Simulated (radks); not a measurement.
All-electron atom: Cd4+ in [Kr] 4d8.

Calculated with a radial shooting solver on a logarithmic mesh with Libxc functionals: Dirac Kohn-Sham, PBE, spin-unpolarised, spherical densities, finite nucleus; open shells fill j = l - 1/2 first; Fermi nuclear charge, rms radius 4.6087 fm.

Energy parts (hartree):
total: -5591.57953
kinetic: 5863.51137
electron-nucleus: -13479.12366
Hartree: 2176.98885
exchange-correlation: -152.95608

Orbitals (lengths in bohr, moments of r in powers of bohr; r(max) is where P^2 peaks):
| orbital | occ. | eigenvalue (hartree) | <1/r> | r(max) |
|---|---|---|---|---|
| 1s1/2 | 2 | -976.1856 | 50.64 | 0.01968 |
| 2s1/2 | 2 | -146.6215 | 11.69 | 0.1114 |
| 2p1/2 | 2 | -136.6384 | 11.67 | 0.08597 |
| 2p3/2 | 4 | -129.5656 | 10.94 | 0.09031 |
| 3s1/2 | 2 | -28.97021 | 4.106 | 0.3240 |
| 3p1/2 | 2 | -24.96976 | 4.012 | 0.3104 |
| 3p3/2 | 4 | -23.70595 | 3.833 | 0.3204 |
| 3d3/2 | 4 | -16.62862 | 3.672 | 0.2641 |
| 3d5/2 | 6 | -16.37172 | 3.626 | 0.2670 |
| 4s1/2 | 2 | -5.85530 | 1.595 | 0.7935 |
| 4p1/2 | 2 | -4.55880 | 1.481 | 0.8251 |
| 4p3/2 | 4 | -4.33769 | 1.425 | 0.8492 |
| 4d3/2 | 4 | -2.31356 | 1.156 | 0.9506 |
| 4d5/2 | 4 | -2.28305 | 1.143 | 0.9597 |
| 5s1/2 | 0 | -1.62227 | 0.6125 | 1.949 |
| 5p1/2 | 0 | -1.30458 | 0.5415 | 2.184 |
| 5p3/2 | 0 | -1.27178 | 0.5277 | 2.241 |

The highest occupied level is 4d5/2 at -62.125 eV. The electron density at the nucleus is 1.595e+05 e/bohr^3. The density falls to 0.001 e/bohr^3 at r = 2.86 bohr. For comparison, the ionisation energy in NIST's Atomic Spectra Database is 68 eV (theoretical). In exact Kohn-Sham theory the highest level is minus the ionisation energy, but local and semilocal functionals leave it too shallow, through self-interaction and a potential that decays too fast; potentials with the right tail come closer.

Beside tabulated values, note that spin-unpolarised runs miss the spin-polarisation part of the exchange energy of open shells.
